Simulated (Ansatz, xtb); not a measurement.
Two isomers of CH6GeO2Si

Structure I is `O=[CH][GeH2][SiH2]O`, a singlet and structure II is `O=[CH][Ge@@H]([OH])[SiH3]`, a singlet. Both are isolated molecules in the gas phase, relaxed with r2SCAN-D4/def2-SVP; each stands in its lowest conformer found.

I (Å):

```yaml
atoms:
  - { symbol: C, position_ang: [0.0573, 0.2070, -0.9724] }
  - { symbol: Ge, position_ang: [-1.2544, 0.3353, 0.5578] }
  - { symbol: O, position_ang: [0.7565, 1.1473, -1.2911] }
  - { symbol: O, position_ang: [-0.1053, 3.3269, 0.3090] }
  - { symbol: Si, position_ang: [-1.6007, 2.6936, 0.6614] }
  - { symbol: H, position_ang: [0.1516, -0.7592, -1.5429] }
  - { symbol: H, position_ang: [-0.4791, -0.2287, 1.7632] }
  - { symbol: H, position_ang: [-2.4281, -0.6145, 0.2624] }
  - { symbol: H, position_ang: [-2.6630, 3.0555, -0.3303] }
  - { symbol: H, position_ang: [-2.0273, 3.1703, 2.0057] }
  - { symbol: H, position_ang: [0.3987, 2.7817, -0.3267] }
```

II (Å):

```xyz
11

C    -2.2565   -0.0250   -0.4359
Ge   -1.8522    1.8422    0.1981
O    -3.2513   -0.5401    0.0233
O    -3.2645    2.0815    1.2635
Si    0.1749    2.0174    1.4417
H    -1.6136   -0.5840   -1.1711
H    -1.9163    2.8189   -0.9964
H    -3.7849    1.2599    1.1986
H     0.1696    0.9935    2.5278
H     1.3303    1.7596    0.5280
H     0.3103    3.3807    2.0338
```

Quicker runs give these differences E(II) − E(I): GFN2-xTB +61.2 kJ/mol; HF/STO-3G +14.1 kJ/mol (at GFN2-xTB geometries); r2SCAN-D4/def2-SVP//GFN2-xTB +58.5 kJ/mol.

Task: Estimate E(II) − E(I) at the level CCSD(T)/def2-SVP + ΔMP2/def2-TZVPP.

Result: Calculated at CCSD(T)/def2-SVP + ΔMP2/def2-TZVPP: E(II) − E(I) = +64.2 kJ/mol, so structure I lies lower.

Level by level:

```
                             level            geometry  E(II) − E(I) (kJ/mol)  departure from the last row (kJ/mol)  job, with rough time for the two
                          GFN2-xTB            GFN2-xTB                   +61.2                                  −3.0              optimisation, 0.52 s
                         HF/STO-3G            GFN2-xTB                   +14.1                                 −50.1              single point, 0.52 s
      r2SCAN-D4/def2-SVP//GFN2-xTB            GFN2-xTB                   +58.5                                  −5.6               single point, 3.2 s
                r2SCAN-D4/def2-SVP  r2SCAN-D4/def2-SVP                   +61.8                                  −2.4                optimisation, 89 s
                       HF/def2-SVP  r2SCAN-D4/def2-SVP                   +61.0                                  −3.2           part of the CCSD(T) run
                      MP2/def2-SVP  r2SCAN-D4/def2-SVP                   +60.0                                  −4.1           part of the CCSD(T) run
                  CCSD(T)/def2-SVP  r2SCAN-D4/def2-SVP                   +58.3                                  −5.9                      single point
CCSD(T)/def2-SVP + ΔMP2/def2-TZVPP  r2SCAN-D4/def2-SVP                   +64.2                                                      single point, 51 s
```

As drawn, II has 1 Ge–O, 1 Si–H in place of 1 O–Si, 1 Ge–H.

The levels shown agree on the order. The largest departure from CCSD(T)/def2-SVP + ΔMP2/def2-TZVPP is that of HF/STO-3G, 50.1 kJ/mol. The last row adds to CCSD(T) the change of the MP2 difference between the two basis sets, here +5.9 kJ/mol.

With thermal terms from frequencies at re-optimised GFN2-xTB minima (ideal gas, soft modes damped towards free rotors, one conformer each, 298.15 K, 1 atm): the zero-point term adds −4.1 kJ/mol; ΔH is +62.4 and ΔG +57.1 kJ/mol.

The correlated steps freeze 17 core orbitals; the filled d shell of Ge is correlated, in a basis made for valence electrons. Mirror images aren't counted in ΔG. Codes used: Ansatz 0.2.0, xtb 6.7.1; the last row on 2 threads of Intel(R) Xeon(R) Platinum 8488C (Sapphire Rapids) on a shared host.
